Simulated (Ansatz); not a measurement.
CuBr, closed-shell singlet (the spin of the measured ground state), most abundant isotopes (62.9296 and 78.9183 u). Constants from fifth-degree fits in 1/R to seven points on the lowest solution found; no spin–orbit coupling, no relativity up to Kr; ω_e x_e and α_e move by some per cent with the fit.

Correlated levels freeze the inner cores; with def2 sets outer-core shells near the valence are correlated too. CBS(a, b) extrapolates the correlation energy as X⁻³ and adds the Hartree–Fock energy of set b.

Programs: Ansatz (an electronic-structure program). 

```csv
level,r_e (Å),ω_e (cm⁻¹),ω_e x_e (cm⁻¹),α_e (cm⁻¹)
PBE/def2-TZVPP,2.2006,301.6,0.952,0.000451
"CCSD(T)/CBS(def2-TZVPP, def2-QZVPP)",2.1748,309.8,0.931,0.000502
```

D_e from total energies of the atoms and the molecule: 3.40 eV at PBE/def2-TZVPP; 3.59 eV at CCSD(T)/CBS(def2-TZVPP, def2-QZVPP).

Question: Derive the rotational constants, the centrifugal constant, the fundamental, the zero-point energy and the force constant, and test the Morse rule for the well depth.

Answer: 
μ = 35.01143 u.
- PBE/def2-TZVPP: B_e = 16.8576/(μ r_e²) = 0.099430 cm⁻¹; B₀ = B_e − α_e/2 = 0.099205 cm⁻¹; D = 4B_e³/ω_e² = 4.32e-08 cm⁻¹; fundamental ω_e − 2ω_e x_e = 300 cm⁻¹; zero-point energy ω_e/2 − ω_e x_e/4 = 151 cm⁻¹; k = μ(2πcω_e)² = 188 N/m; the line J = 1 ← 0 at 2B₀ = 5.948 GHz; a Morse well would hold ω_e²/(4ω_e x_e) = 2.96 eV against the computed D_e of 3.40 eV
- CCSD(T)/CBS(def2-TZVPP, def2-QZVPP): B_e = 16.8576/(μ r_e²) = 0.10180 cm⁻¹; B₀ = B_e − α_e/2 = 0.10155 cm⁻¹; D = 4B_e³/ω_e² = 4.40e-08 cm⁻¹; fundamental ω_e − 2ω_e x_e = 308 cm⁻¹; zero-point energy ω_e/2 − ω_e x_e/4 = 155 cm⁻¹; k = μ(2πcω_e)² = 198 N/m; the line J = 1 ← 0 at 2B₀ = 6.088 GHz; a Morse well would hold ω_e²/(4ω_e x_e) = 3.20 eV against the computed D_e of 3.59 eV

Measured for the ground state: r_e 2.1734 Å [microwave values compiled in ACS Omega 2, 8373 (2017)]; ω_e 314.8 cm⁻¹ [Huber and Herzberg (1979), NIST Chemistry WebBook].
